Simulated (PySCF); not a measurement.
Run record for `Br[C@@H]1CBCCC1`: BP86/pcSseg-0, grid level 1, damping 0.2 at the start, DIIS from the seventh cycle, full TDDFT, 3 singlets.

Method: TDDFT BP86/pcSseg-0, vertical, gas phase, core orbitals frozen in the response (PySCF 2.14.0, density-fitted response routines). Geometry: GFN2-xTB. The input is one job of a driver script: a line of settings, then coordinates in Å.

Command:
```bash
OMP_NUM_THREADS=1 python probes_run.py task.json out
```

Input:
```
{"job": {"kind": "uv", "xc": "BP86", "basis": "pcSseg-0", "nstates": 3, "ntriplets": 0, "tda": false, "scf": {"damp": 0.2}, "grid": 1}, "charge": 0, "multiplicity": 1}
Br    -2.772579    -1.610255    -0.618682
C     -1.052459    -0.606980    -0.667218
C      0.097732    -1.522737    -0.288521
B      1.431293    -0.761946     0.065783
C      1.356636     0.746045     0.494659
C      0.082837     1.482575     0.065394
C     -1.155781     0.604900     0.241438
H     -0.965582    -0.289321    -1.708884
H      0.228306    -2.293337    -1.052011
H     -0.167148    -2.067994     0.626810
H      2.440277    -1.353670     0.117428
H      2.231356     1.322794     0.187128
H      1.400161     0.735328     1.591301
H      0.167935     1.766893    -0.986499
H     -0.040701     2.400901     0.643551
H     -2.052039     1.180123    -0.002912
H     -1.237243     0.278712     1.281326
```

Question: What does the run print?

Answer: 
```
damping 0.20 in the first 6 cycles
final grid: 63136 points
cycle   1  E = -2792.4472309070  dE = -1.317e+00  |g| = 5.095e-01  |ddm| = 4.117e+00
cycle   2  E = -2792.4581742787  dE = -1.094e-02  |g| = 4.484e-01  |ddm| = 1.097e+00
cycle   3  E = -2792.4549550422  dE =  3.219e-03  |g| = 4.622e-01  |ddm| = 1.090e+00
cycle   4  E = -2792.4466409506  dE =  8.314e-03  |g| = 4.843e-01  |ddm| = 1.227e+00
cycle   5  E = -2792.4317898251  dE =  1.485e-02  |g| = 5.403e-01  |ddm| = 1.424e+00
cycle   6  E = -2792.2850926092  dE =  1.467e-01  |g| = 8.900e-01  |ddm| = 2.096e+00
cycle   7  E = -2791.7138784149  dE =  5.712e-01  |g| = 1.675e+00  |ddm| = 4.451e+00
cycle   8  E = -2792.4996405650  dE = -7.858e-01  |g| = 1.904e-01  |ddm| = 3.535e+00
cycle   9  E = -2792.5076980091  dE = -8.057e-03  |g| = 9.647e-02  |ddm| = 4.373e-01
cycle  10  E = -2792.5100295801  dE = -2.332e-03  |g| = 1.946e-02  |ddm| = 1.364e-01
cycle  11  E = -2792.5101546774  dE = -1.251e-04  |g| = 2.771e-03  |ddm| = 4.682e-02
cycle  12  E = -2792.5101569489  dE = -2.271e-06  |g| = 9.454e-04  |ddm| = 8.141e-03
cycle  13  E = -2792.5101572469  dE = -2.980e-07  |g| = 2.057e-04  |ddm| = 1.356e-03
cycle  14  E = -2792.5101572554  dE = -8.523e-09  |g| = 7.737e-05  |ddm| = 3.161e-04
cycle  15  E = -2792.5101572572  dE = -1.797e-09  |g| = 7.158e-06  |ddm| = 1.163e-04
cycle  16  E = -2792.5101572572  dE = -3.411e-11  |g| = 1.345e-06  |ddm| = 2.126e-05
converged SCF energy = -2792.5101572572

Static polarisability (au): isotropic 72.500, principal 53.993 68.132 95.373

Singlet excitations
state   eV       nm        f      main configurations
  1   4.0959    302.7   0.00006   H->L 0.99
  2   4.1341    299.9   0.00387   H-1->L 0.99
  3   5.2569    235.9   0.00077   H-2->L 0.99
```

H and L stand for HOMO and LUMO; the number after each pair is its weight.

Question: Give the mean polarisability as a volume in Å³, and the ratio of the largest to the smallest principal value.

Answer: 72.500 au × 0.148185 = 10.74 Å³; 95.373/53.993 = 1.77.

Question: Which computed singlet has the largest oscillator strength, and what do all of them sum to?

Answer: State 2 at 4.13 eV (300 nm), f = 0.004; the 3 states sum to 0.005.

In short: SCF converged in 16 cycles with 99 basis and 958 fitting functions; HOMO -6.24 eV, LUMO -2.16 eV; lowest singlet 4.10 eV; mean polarisability 72.5 au.

 Relativistic effects, spin–orbit coupling among them, are left out although an element past zinc is present.

Time: 14 s of wall time (grids of density and orbitals included); peak memory 0.39 GiB. Hardware: one thread of an Intel Xeon 6975P-C, shared host with 192 logical CPUs at a one-minute load of 14.

One conformer stands for the species.
